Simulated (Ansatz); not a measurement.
`[SiH3][S][GeH3]` + `C=C=C(O)Cl` → `C=C=C(Cl)O[SiH3]` + `[SH][GeH3]` at 298.15 K and 1 bar (ligand exchange at the Si–S bond).

Program: Ansatz. Geometries: PBE0-D4/def2-TZVP. ΔE: electronic, gas phase. CBS: MP2 limit from def2 TZ/QZ plus the TZ coupled-cluster correction, frozen cores. For Ge outer-core shells are correlated without core-valence functions, which leaves a few kJ/mol of doubt a bond. Scalar relativity is left out up to krypton. One conformer a species, not always the lowest.

```csv
species,CCSD(T)/CBS energy (Eh),H − E (kJ/mol),S (J/(mol·K))
`[SiH3][S][GeH3]`,-2766.60510,152.3,352.5
`C=C=C(O)Cl`,-650.83058,153.3,315.7
`C=C=C(Cl)O[SiH3]`,-941.14274,199.8,374.4
`[SH][GeH3]`,-2476.30083,99.2,286.9
```

H − E and S are ideal-gas, rigid-rotor, harmonic terms from PBE0-D4/def2-TZVP, for one conformer and one mirror image of each species. 1 Eh = 2625.50 kJ/mol, R = 8.31446 J/(mol·K).

Task: By hand: ΔE, ΔH, ΔS and ΔG.

Result: ΔE = (-941.14274) + (-2476.30083) − (-2766.60510) − (-650.83058) = -0.00789 Eh = -20.7 kJ/mol. Δ(H − E) = 199.8 + 99.2 − 152.3 − 153.3 = -6.6, so ΔH = -27.3 kJ/mol. ΔS = 374.4 + 286.9 − 352.5 − 315.7 = -6.9 J/(mol·K). ΔG = -27.3 − 298.15 × (-6.9)/1000 = -25.2 kJ/mol.

Task: By hand: the equilibrium constant, and the temperature at which ΔG would vanish if ΔH and ΔS stayed fixed.

Result: log₁₀ K = −ΔG/(RT ln 10) = 4.4. ΔG = 0 at ΔH/ΔS = 3957 K, far beyond where these terms or the molecules hold.

The number of gas molecules stays the same, so ΔS is small and ΔH decides. A doubt of 5 kJ/mol in ΔE shifts log₁₀ K by 0.9 here. Other conformers and mirror images would add mixing entropy, several J/(mol·K) or more a flexible species. Modes under 60 cm⁻¹, often nearly free rotors, make the harmonic entropy too high. These are equilibria of isolated gas molecules and say nothing of rates. Largest T1 diagnostic: 0.012 (customary marks: 0.02 for closed shells, 0.045 for open ones).
